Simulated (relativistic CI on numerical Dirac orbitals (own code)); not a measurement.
Hyperfine structure of Rb V, mass number 87

Method of calculation: Dirac-Coulomb-Breit CI, KLI orbitals optimised for each configuration, QED by a radiative potential, valence Slater integrals scaled by 0.85, P86 correlation energy added to each configuration (own radial code, finite nucleus).

Configurations in the expansion (outside the closed core [Ar] 3d10): 4s²4p³, 4s4p⁴, 4s²4p²4d, 4p⁵, 4s4p³4d, 4s²4p²4f, 4s²4p²5s, 4s²4p²5p, 4s4p³4f, 4s²4p²5d, 4s²4p²6s, 4s²4p²6p, 4p⁴4d, 4s²4p4d², 4s²4d³, 4s4p4d³, 4s²4d²4f, 4s²4d²5s, 4s²4d²5p, 4s²4p4f², 4s²4d4f², 4s4p4d4f², 4s²4f³, 4s²4f²5s, 4s²4f²5p. Double excitations out of closed p, d and f shells are left out; levels of such configurations are missing from the list, as are those of other unlisted configurations, and high levels can miss mixing partners. These lack a partner that the ground configuration has and come out too high: 4s4p³4f, 4s²4p²5d, 4s²4p²6s, 4s²4p²6p.

Nuclear spin I = 3/2, μ = 2.75129 μN, Q = 0.1335 b (tables of Stone and Pyykkö). The electronic factors are computed for point nuclear moments, without core polarisation; leaving it out makes A of s and p electrons in near-neutral atoms 20 to 40 % too small, and it can dominate for d and f shells.

```tsv
Level	E (cm⁻¹)	A (MHz)	B (MHz)
4s²4p³ ²D°3/2	18434.7	2654	332
4s²4p³ ²D°5/2	21008.2	5291	-6.85
4s²4p³ ²P°1/2	33014.8	15220	
4s²4p³ ²P°3/2	36662.8	2916	-339
4s4p⁴ ⁴P5/2	141958.0	13820	342
4s4p⁴ ⁴P3/2	146803.5	12850	-275
4s4p⁴ ⁴P1/2	148949.7	29780	
4s4p⁴ ²D3/2	172421.2	-4673	-496
```

Levels with J = 0, under 50 % of one LS term, or S terms without an open s electron are left out. Small factors come from cancelling terms and can be off by tens of per cent or more.

At this charge configurations can still be misplaced by up to about 7 % of their energy. 16 of the 19 excited levels that our extract of the measured tables holds in this range could be paired (the sources list more); they are missed by 7509 cm⁻¹ on average and 16281 at most, and levels without a partner can miss by more.

Question: Give the hyperfine levels of 4s²4p³ ²D°5/2 relative to its centre of gravity.

Answer: With K = F(F + 1) − I(I + 1) − J(J + 1), E = AK/2 + B[¾K(K + 1) − I(I + 1)J(J + 1)]/[2I(2I − 1)J(2J − 1)]: F = 1: -27780, F = 2: -17200, F = 3: -1319, F = 4: 19840 MHz.

LS names give the leading component of a level, which can be under half, so a name can repeat, a term be missing and a line seem to break the LS rules.
